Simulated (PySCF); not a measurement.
Sn(H)3(SH) (H4SSn), SMILES [SH][SnH3]. The structure is a stationary point at B3LYP-D3(BJ)/def2-TZVP. The def2 effective core potentials stand for the cores of Sn; spin–orbit coupling is left out.

Computed equilibrium geometry at B3LYP-D3(BJ)/def2-TZVP (PySCF confirms it by a frequency run) as a Z-matrix, and its point group:
point group Cs.
```
Sn
H 1 1.7056
H 1 1.7102 2 111.42
H 1 1.7102 2 111.42 3 123.48
S 1 2.4291 2 104.59 3 -118.26
H 5 1.3441 1 94.22 2 -180.00
```
Charge 0, spin multiplicity 1.
